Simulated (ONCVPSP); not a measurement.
Which setting gave this result? (beryllium (Be), ONCV)

Base potential:

- Element: Be
- Generator: ONCVPSP 4.0.1
- Type: optimised norm-conserving Vanderbilt (ONCV)
- Functional: PBE
- Relativity: scalar-relativistic
- Frozen core: none
- Valence charge: 4
- Reference configuration: 1s2 2s0.5 (charge +1.5)
- Partial waves: 1s+2s: rc 0.75 bohr, ncon 4, nbas 7, qcut 17.5 1/bohr, 2 projectors; p scattering state at 0.04 Ha: rc 0.60 bohr, ncon 4, nbas 8, qcut 13.1 1/bohr, 2 projectors, debl 2.3 Ha
- Local potential: polynomial inside 0.60 bohr (lpopt 5, dvloc0 0 Ha)
- Core correction: none

Cutoffs, loose and tight: the cutoffs (Ha) at which the residual kinetic energy of the hardest occupied pseudo-wave falls to 1 and 0.1 mHa per electron. They do not see the model core or the augmentation charge, which bear on the density cutoff. Test errors are all-electron minus pseudo excitation energies from the reference, over the configurations 1s2 2s2; 1s2 2s1; 1s2 2s0; 1s2 2s0 2p2; variants that change the core or the reference have their own tests.

Only the s radius is moved:

```
s radius (bohr)  cutoff, loose  cutoff, tight  bound ghosts  largest test error (meV)
           0.54         140 Ha         341 Ha          none                      +0.4
           0.78         100 Ha         118 Ha          none                      +1.1
           0.84          93 Ha         111 Ha          none                      +1.2
           0.98          85 Ha         102 Ha          none                      +1.4
            1.1          67 Ha          80 Ha          none                      +1.9
```

Question: One more run gave cutoff, loose: 123 Ha; cutoff, tight: 144 Ha; bound ghosts: none; largest test error (meV): +0.6. Which value of the s radius was used?

Answer: 0.62 bohr. The loose cutoff moves one way along this sweep, from 140 Ha at 0.54 to 67 Ha at 1.1 bohr, which places the run between 0.54 and 0.78 bohr.
